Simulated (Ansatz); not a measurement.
Gas-phase reaction R1 → P1 + P2, each structure at its B3LYP-D3(BJ)/def2-TZVP stationary point, reached from a drawn start (curvature not checked).
R1, H5Mo (SMILES [MoH5]) (charge 0, multiplicity 2):
```xyz
6

Mo    -0.2637    -0.0014     0.0009
H      0.5838     0.0078     1.4418
H      0.5664    -0.0016    -1.4501
H      1.3852     0.0080    -0.0086
H     -1.1443     1.4550     0.0032
H     -1.1275    -1.4678     0.0128
```
P1, H4Mo (SMILES [MoH4]) (charge 0, multiplicity 3):
```csv
atom,x (Å),y (Å),z (Å)
Mo,0.0000,0.0000,0.0000
H,0.9840,0.9646,0.9839
H,0.9710,-0.9831,-0.9786
H,-0.9656,0.9904,-0.9766
H,-0.9894,-0.9719,0.9713
```
P2: H atom, charge 0, multiplicity 2.

P less R. No zero-point or thermal terms; open shells are unrestricted; no spin–orbit coupling. The spin states of the d-block species are the ones drawn and need not be the lowest.

Cores are frozen in the correlated methods. CBS(a, b) extrapolates the correlation energy as X⁻³ and adds the Hartree–Fock energy of set b.

Run with Ansatz (a program for electronic structure) with Gaussian orbitals. No computed number here is a measurement. Elements past Kr take the def2 small-core potentials, without spin–orbit coupling.

PBE/def2-TZVPP gives 236.3 kJ/mol for the reaction energy.

Problem. Where do these levels fall relative to PBE: r2SCAN/def2-TZVPP, B3LYP/def2-TZVPP, wB97M-V/def2-TZVPP, B2PLYP/def2-TZVPP, MP2/CBS(def2-TZVPP, def2-QZVPP), CCSD(T)/CBS(def2-TZVPP, def2-QZVPP).

Solution. r2SCAN/def2-TZVPP -13.1; B3LYP/def2-TZVPP -14.7; wB97M-V/def2-TZVPP -15.3; B2PLYP/def2-TZVPP -16.7; MP2/CBS(def2-TZVPP, def2-QZVPP) -11.3; CCSD(T)/CBS(def2-TZVPP, def2-QZVPP) -12.1 kJ/mol. 0 of 6 lie above PBE; the widest gap is to B2PLYP/def2-TZVPP.
